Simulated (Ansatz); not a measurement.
Computed with Ansatz on PBE0-D4/def2-TZVP structures; ΔE is electronic, products minus reactants. CCSD(T)/CBS adds triple-zeta CCSD(T) − MP2 to the extrapolated MP2 energy (def2 sets, frozen cores). This one scheme is used for every species. DFT in def2-TZVPP. Elements past krypton have def2 core potentials. For Sb outer-core shells are correlated without core-valence functions, which leaves a few kJ/mol of doubt a bond. Each species was taken in one conformer, which may not be the lowest.

Consider the hydrogenolysis of the Sb–O bond: `N[SiH2][SbH][OH]` + H₂ → `N[SiH2][SbH2]` + H₂O.

| level | ΔE (kJ/mol) | difference from CCSD(T)/CBS |
| --- | --- | --- |
| ωB97M-V | -33.6 | -1.8 |
| PBE | -30.6 | 1.2 |
| PBE0 | -41.4 | -9.6 |
| HF/def2-TZVPP | -49.3 | -17.5 |
| CCSD/def2-TZVPP | -43.3 | -11.5 |
| CCSD(T)/def2-TZVPP | -38.7 | -6.9 |
| HF/def2-QZVPP | -46.2 | -14.4 |
| MP2/def2-QZVPP | -29.6 | 2.2 |
| SCS-MP2/def2-QZVPP | -28.1 | 3.7 |
| HF/CBS(def2) | -45.8 | -14.0 |
| CCSD(T)/CBS | -31.8 | 0 |

Largest T1 diagnostic among the species: 0.014.

From PBE to PBE0 (25 % exact exchange), in def2-TZVPP and without D4, ΔE moves by −10.8 kJ/mol. The D4 term adds +4.5 kJ/mol with B3LYP and +2.4 kJ/mol with PBE0; it sums over pairs of atoms, weighted by their polarisabilities, and B3LYP, whose exchange is more repulsive, gets the larger term.

B3LYP here is the variant with VWN-RPA as its local correlation; programs differ in this.
